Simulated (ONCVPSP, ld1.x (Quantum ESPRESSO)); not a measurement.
Potentials for aluminium compared

Generated with ld1.x 7.5 (TM, RRKJ, ultrasoft, PAW), atompaw 4.2 or ONCVPSP 4.0.1. The cutoff is in Ry: for ld1.x and atompaw files where the sum of valence levels is converged to 10 mRy in a Bessel basis, for ONCV files where the hardest occupied wave has 1 mHa per electron of residual kinetic energy. The error is the largest all-electron minus pseudo excitation energy over each file’s own four to seven test configurations (ionisations up to +4, promotions, holes and added fractions of an electron), all of which were solved. The labels leave out finer settings (local radius, basis sizes, second energies), which also bear on the numbers. Spin-polarised tests are not counted. The rows are a selection from randomly drawn settings: files with unsolved tests, undetermined cutoffs or missed reference levels are left out.

| potential | cutoff (Ry) | largest error (meV) | bound ghosts |
| --- | --- | --- | --- |
| TM, LDA (PZ), scalar-relativistic, rc 1.65/2.55/2.65 (spd), local s, core correction yes, reference 3s2 3p1 | 10 | +14 | none |
| ONCV, BLYP, scalar-relativistic, rc 1.80/1.80/1.90 (spd), local p, core correction yes, reference 3s2 3p1, qcut 3.2/4.4/4.2, projectors 2/0/2 | 11 | -11 | none |
| ultrasoft, LDA (PZ), scalar-relativistic, rc 2.00/2.05 (sp), local smoothed, core correction no, reference 3s2 3p0 | 8 | +57 | none |

Problem. Fill in the row for Al: ONCV, LDA (Perdew-Zunger), scalar-relativistic, rc 2.00/2.50/2.70 (spd), local smoothed, core correction yes, reference 3s2 3p1, qcut 3.7/3/4.2, projectors 2/2/1.

Solution. cutoff 10 Ry, largest error -86 meV, bound ghosts: none.

Problem. Fill in the row for Al: ONCV, LDA (Perdew-Wang 92), non-relativistic, rc 1.05/0.90/0.85 (spd), local smoothed, core correction yes, reference 2s2 2p6 3s1, qcut 14/18.9/10.1, projectors 3/3/1.

Solution. cutoff 226 Ry, largest error -0.9 meV, bound ghosts: none.

Problem. Fill in the row for Al: ONCV, PW91, scalar-relativistic, rc 1.60/2.35 (sp), local s, core correction yes, reference 3s2 3p1, qcut 4.6/3.2, projectors 0/2.

Solution. cutoff 11 Ry, largest error +0.4 meV, bound ghosts: none.
